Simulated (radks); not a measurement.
Values are calculated unless marked as measured or tabulated.
Task: Dy4+, configuration [Kr] 4d10 4f8 5s2 5p5.5 5f0.5 (fractional occupations, a model configuration). Code: a radial shooting solver on a logarithmic mesh with Libxc functionals. Model: Dirac Kohn-Sham, PBEsol, spin-unpolarised, spherical densities, point nucleus; open shells fill j = l - 1/2 first. Some entries of the table are withheld. Estimate them.

orbital  occ.  eigenvalue (eV)  <r^2> (bohr^2)
1s1/2       2        -53638.20       0.0006096
2s1/2       2              (1)        0.009465
2p1/2       2        -8539.672        0.006849
2p3/2       4        -7740.003        0.008076
3s1/2       2        -2044.301         0.06282
3p1/2       2        -1853.988         0.05832
3p3/2       4        -1687.987         0.06528
3d3/2       4        -1360.816         0.05175
3d5/2       6        -1324.569         0.05368
4s1/2       2        -451.0183          0.3158
4p1/2       2        -375.8918          0.3305
4p3/2       4        -338.4356          0.3683
4d3/2       4        -214.5879          0.4160
4d5/2       6        -207.7505          0.4306
5s1/2       2         -98.6007             (2)
5p1/2       2              (3)           2.075
5p3/2     3.5              (4)           2.318
4f5/2       6              (5)          0.7143
4f7/2       2              (6)          0.7313
5f5/2     0.5         -17.8666           13.98
5f7/2       0         -17.8218           14.09

Result: 
(1) 2s1/2 eigenvalue (eV): -8976.117
(2) 5s1/2 <r^2> (bohr^2): 1.722
(3) 5p1/2 eigenvalue (eV): -76.6618
(4) 5p3/2 eigenvalue (eV): -70.8346
(5) 4f5/2 eigenvalue (eV): -59.3284
(6) 4f7/2 eigenvalue (eV): -58.3107
